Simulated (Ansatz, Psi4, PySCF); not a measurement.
C4H10In (SMILES C[CH2][In+][CH2]C), charge +1, singlet, geometry from GFN2-xTB (such geometries of metal compounds can be far from the true shape) (all electrons, no relativity). Base run: WB97X/STO-3G (PySCF).

The PySCF input:
```python
from pyscf import gto, scf, dft

mol = gto.Mole()
mol.atom = '''
    In   -0.003253   -0.001182   -0.000751
    C    -0.263887   -0.732016    2.273175
    C     0.228287   -2.140315    2.446342
    H    -1.336307   -0.619041    2.439331
    H     0.315432    0.006277    2.829724
    H     1.293092   -2.232905    2.222331
    H    -0.335907   -2.849668    1.837183
    H     0.090579   -2.429502    3.492010
    C     0.255068    0.728812   -2.275210
    C    -0.202452    2.149700   -2.440380
    H    -0.348205    0.007101   -2.828067
    H     1.322624    0.588786   -2.451708
    H     0.385553    2.842714   -1.834948
    H    -1.262356    2.269060   -2.206016
    H    -0.067194    2.437997   -3.486614
'''
mol.basis = 'sto-3g'
mol.charge = 1
mol.spin = 0
mol.verbose = 4
mol.build()

mf = dft.RKS(mol)
mf.xc = 'wb97x'
mf.kernel()
```

The same geometry, method and basis name were run in Ansatz (a quantum-chemistry and plane-wave program) and Psi4 and PySCF, at each program's defaults and at the settings that a row names. The base is PySCF at its defaults. Differences at the defaults can come from grids, fitting, cores and function types together. The rows with settings made alike still differ; the cause (another SCF solution, basis table, core potential or functional code) wasn't traced.

```json
[
 {"code and settings": "PySCF, defaults (exact integrals, its default grid, spherical functions)", "ΔE vs base (µEh)": "0.0", "basis functions": "57", "E (Eh)": "-5841.35320", "SCF cycles": "9"},
 {"code and settings": "Ansatz, defaults (factorised integrals, its default grid, spherical functions)", "ΔE vs base (µEh)": "-159", "basis functions": "57", "E (Eh)": "-5841.35336", "SCF cycles": "-"},
 {"code and settings": "PySCF, fine grid", "ΔE vs base (µEh)": "73.5", "basis functions": "57", "E (Eh)": "-5841.35313", "SCF cycles": "9"},
 {"code and settings": "Psi4, exact integrals, spherical functions, fine grid", "ΔE vs base (µEh)": "2232", "basis functions": "57", "E (Eh)": "-5841.35097", "SCF cycles": "10"},
 {"code and settings": "Ansatz, high accuracy", "ΔE vs base (µEh)": "-160", "basis functions": "57", "E (Eh)": "-5841.35336", "SCF cycles": "-"}
]
```
